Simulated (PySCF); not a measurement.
BClH$_{3}$OSi, CH$_{4}$B$_{2}$Si, CH$_{5}$BNSi (calculated)

Calculation on a computer-drawn molecule: optimised geometry and harmonic frequencies of an isolated molecule of the commonest isotopes, restricted reference for singlets and unrestricted otherwise, frozen core in MP2. Program: PySCF 2.14.0.

Common to all runs: basis cc-pV(D+d)Z.

(1) BClH$_{3}$OSi

Start structure:
```xyz
7
BClH3OSi
B     -1.5821    -1.2964    -0.8481
Si    -1.5178     0.3255     0.1244
O     -0.4259     0.6617     1.3069
Cl    -2.6767     2.0190    -0.0245
H     -0.8027    -2.1319    -0.6346
H     -2.4143    -1.4067    -1.6304
H     -0.4111     1.5675     1.7585
```

* charge: 0
* multiplicity: 2
* method: HF
* rotational constants: 6.543, 3.476, 2.27 GHz
* total energy: -849.7758 hartree
* spin squared: 0.7598
* convergence status largest gradient component: 1.294e-05 hartree/bohr

Drawn bonds:
```csv
atom,other atom,order
1,2,1
2,3,1
2,4,1
1,5,1
1,6,1
3,7,1
```

Optimised structure:
```xyz
7
BClH3OSi
B     -1.5882    -1.2744    -0.8377
Si    -1.4715     0.3380     0.1540
O     -0.3950     0.6929     1.3145
Cl    -2.7141     1.9590    -0.0711
H     -0.7993    -2.1425    -0.6066
H     -2.4511    -1.3625    -1.6603
H     -0.4115     1.5282     1.7593
```

Modes:
```csv
frequency (cm⁻¹),reduced mass (dalton)
124.4,7.144
185.7,2.994
273.8,5.171
295.8,1.194
381.5,1.017
516.2,9.333
682.8,1.448
764.2,3.488
775.4,1.224
860.2,1.588
1013,4.28
1209,1.2
2694,1.047
2799,1.132
4163,1.067
```

(2) BClH$_{3}$OSi

Start structure:
```xyz
7
BClH3OSi
B     -1.5882    -1.2744    -0.8377
Si    -1.4715     0.3380     0.1540
O     -0.3950     0.6929     1.3145
Cl    -2.7141     1.9590    -0.0711
H     -0.7993    -2.1425    -0.6066
H     -2.4511    -1.3625    -1.6603
H     -0.4115     1.5282     1.7593
```

* charge: 0
* multiplicity: 2
* method: MP2
* rotational constants: 6.473, 3.464, 2.256 GHz
* total energy: -850.2654 hartree
* spin squared: 0.7601
* convergence status largest gradient component: 1.576e-05 hartree/bohr

Drawn bonds:
```csv
atom,other atom,order
1,2,1
2,3,1
2,4,1
1,5,1
1,6,1
3,7,1
```

Optimised structure:
```xyz
7
BClH3OSi
B     -1.5896    -1.2759    -0.8396
Si    -1.4709     0.3371     0.1535
O     -0.3681     0.6730     1.3280
Cl    -2.7104     1.9573    -0.0684
H     -0.7920    -2.1444    -0.6011
H     -2.4618    -1.3525    -1.6645
H     -0.4379     1.5442     1.7443
```

Modes:
```csv
frequency (cm⁻¹),reduced mass (dalton)
173.6,2.919
213.6,4.673
256.4,5.274
299.2,1.258
356.8,1.034
514.4,8.479
642.4,1.466
711.2,1.244
754.4,3.357
839.9,1.759
972.3,3.463
1134,1.216
2641,1.047
2755,1.133
3869,1.067
```

(3) CH$_{4}$B$_{2}$Si

Start structure:
```xyz
8
CH4B2Si
C      1.1117    -0.0252     2.3009
B      0.4110    -0.7168     1.3298
B     -0.4460    -1.5077     0.1867
Si    -2.2760    -1.4363     0.2824
H      1.9475    -0.4083     2.9497
H      0.9357     0.9964     2.4837
H      0.0614    -2.1701    -0.6074
H     -3.6901    -1.2106     0.1657
```

* charge: 0
* multiplicity: 1
* method: HF
* rotational constants: 27.05, 2.172, 2.047 GHz
* total energy: -378.3668 hartree
* convergence status largest gradient component: 4.252e-05 hartree/bohr

Drawn bonds:
```csv
atom,other atom,order
1,2,2
2,3,1
3,4,1
1,5,1
1,6,1
3,7,1
4,8,1
```

Optimised structure:
```xyz
8
CH4B2Si
C      1.1032     0.0065     2.3094
B      0.3231    -0.7348     1.4246
B     -0.6290    -1.6006     0.4002
Si    -2.6178    -1.9008     0.5157
H      2.1784     0.1005     2.1961
H      0.6751     0.5289     3.1593
H     -0.0941    -2.1654    -0.5222
H     -2.8838    -0.7127    -0.3914
```

Modes:
```csv
frequency (cm⁻¹),reduced mass (dalton)
99.76,4.309
202.4,1.825
308.7,2.043
322.6,1.21
390.5,1.62
500.2,2.504
579.2,1.312
672.4,1.233
816.9,2.239
832.3,1.648
889.6,1.32
962.1,2.737
1411,1.214
1686,4.998
2134,1.041
2659,1.089
3295,1.063
3374,1.109
```

(4) CH$_{5}$BNSi

Start structure:
```xyz
9
CH5BNSi
C      0.5312     0.5333     2.3115
B      0.0326     0.5799     0.9534
N     -0.4107     0.6134    -0.3599
Si     0.2445     0.6593    -1.8458
H      1.0879     1.3065     2.7364
H      0.4345    -0.2540     2.9400
H     -1.5304     0.5802    -0.3385
H      1.6977     0.6749    -1.9135
H     -0.6468     0.7846    -2.9980
```

- charge: 1
- multiplicity: 1
- method: HF
- rotational constants: 25.31, 2.875, 2.627 GHz
- total energy: -408.5741 hartree
- convergence status largest gradient component: 2.749e-05 hartree/bohr

Drawn bonds:
```csv
atom,other atom,order
1,2,2
2,3,1
3,4,1
1,5,1
1,6,1
3,7,1
4,8,1
4,9,1
```

Optimised structure:
```xyz
9
CH5BNSi
C      0.6068     0.5333     2.1670
B     -0.0582     0.6047     0.9674
N     -0.6557     0.6745    -0.3271
Si     0.2416     0.6457    -1.7143
H      0.9320     1.4230     2.6946
H      0.8093    -0.4141     2.6543
H     -1.6636     0.7433    -0.3717
H      1.6885     0.5457    -1.5944
H     -0.4601     0.7220    -2.9902
```

Modes:
```csv
frequency (cm⁻¹),reduced mass (dalton)
139.7,3.834
188.6,1.258
360.1,1.839
380.8,1.046
443,4.346
664.2,1.485
764.4,1.279
794,1.241
830.4,1.542
870.3,2.05
898.2,1.558
999.7,1.149
1066,2.962
1377,1.318
1444,1.19
1813,8.284
2441,1.026
2494,1.062
3306,1.062
3394,1.111
3705,1.076
```
